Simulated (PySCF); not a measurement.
MGe cations for M along group 13

PBE with double-zeta basis sets in PySCF, for the lowest determinant that a PBE0 search found; no spin–orbit coupling. De refers to high-spin ground-configuration atoms (the charge goes to the atom of lower measured ionisation energy or higher electron affinity, which is not always the lowest computed limit). A positive dipole points towards Ge; it is taken about the centre of mass and depends on that origin.

| M | basis | charged atom | state (unpaired electrons) | Re (Å) | ωe (cm⁻¹) | De (eV) | μ (D) |
| --- | --- | --- | --- | --- | --- | --- | --- |
| B | x2c-SVPall | Ge+ | triplet (σ ↑, π ↑) | 2.205 | 457 | 2.74 | -1.72 |
| Al | def2-SVP | Al+ | triplet (σ ↑, π ↑) | 2.823 | 180 | 1.27 | -4.19 |
| Ga | pcseg-1 | Ga+ | triplet (σ ↑, π ↑) | 2.909 | 114 | 1.14 | -1.28 |
| In | cc-pVDZ-PP | In+ | triplet (σ ↑, π ↑) | 3.138 | 92.6 | 0.93 | -0.29 |
| Tl | def2-SVP | Tl+ | triplet (σ ↑, π ↑) | 3.250 | 77.9 | n/a | 1.15 |

The shortest bond is that of GeB⁺ (2.205 Å), the longest that of TlGe⁺ (3.250 Å).

The rows differ in basis set, which adds steps of its own.

Down a group the atoms grow and get heavier, so bonds lengthen and wavenumbers fall; this series shows no clear exception.

Spin–orbit coupling is left out, which matters for elements this heavy, above all for dissociation energies. For an ion De counts to the pair picked by the measured ionisation energies or electron affinities, which need not be the lowest pair at this level. States were picked by a PBE0 search and need not be the measured ground states.
